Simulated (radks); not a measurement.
Effect of the nuclear size on the antimony ion Sb2+, [Kr] 4d10 5s2 5p1. Method: Dirac Kohn-Sham, BLYP, spin-unpolarised, spherical densities, finite nucleus; open shells fill j = l - 1/2 first; Fermi nuclear charge, rms radius 4.6802 fm; computed with a radial shooting solver on a logarithmic mesh with Libxc functionals. The rms radius is varied about that value; shifts are against it.

| rms radius (fm) | total energy shift (eV) | density at nucleus (e/bohr^3) | 1s1/2 shift (meV) | 2s1/2 shift (meV) | 4s1/2 shift (meV) | 4p1/2 shift (meV) | 5s1/2 shift (meV) | 5p1/2 shift (meV) | 6s1/2 (empty) shift (meV) |
|---|---|---|---|---|---|---|---|---|---|
| 3.936 | -1.37 | 2.149e+05 | -572 | -66.0 | -2.52 | 0.232 | -0.282 | 0.062 | -0.060 |
| 4.3151 | -0.695 | 2.118e+05 | -291 | -33.6 | -1.28 | 0.118 | -0.144 | 0.032 | -0.030 |
| 4.6802 | 0 | 2.09e+05 | 0.000 | 0.000 | 0.000 | 0.000 | 0.000 | 0.000 | 0.000 |
| 5.1482 | 0.960 | 2.059e+05 | 402 | 46.4 | 1.77 | -0.163 | 0.198 | -0.044 | 0.042 |
| 5.7566 | 2.32 | 2.022e+05 | 972 | 112 | 4.27 | -0.394 | 0.480 | -0.106 | 0.102 |

Slopes of the eigenvalues against <r^2> in GHz/fm^2, as finite differences over the two radii next to the reference (eigenvalue slopes, not the field-shift constants of lines): 1s1/2 21300, 2s1/2 2450, 4s1/2 93.5, 4p1/2 -8.61, 5s1/2 10.5, 5p1/2 -2.31, 6s1/2 (empty) 2.22.
